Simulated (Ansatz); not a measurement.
Ansatz (an electronic-structure program) input:

Ansatz 0.2 input:
```yaml
crystal:
  periodic: [false, false, false]
  atoms:
    - {symbol: In, position_ang: [-0.00000000, -0.00000000, -2.01643958]}
    - {symbol: O, position_ang: [0.00000000, 0.00000000, 0.00000000]}
    - {symbol: In, position_ang: [0.00000000, 0.00000000, 2.01643958]}
basis:
  gaussian:
    orbitals: def2-TZVPD
hamiltonian:
  xc: {name: PBE}
output: {forces: true}
```

Question: Predict the final energy.

Answer: -455.55287 Eh (PBE/def2-TZVPD). The basis has 152 functions.
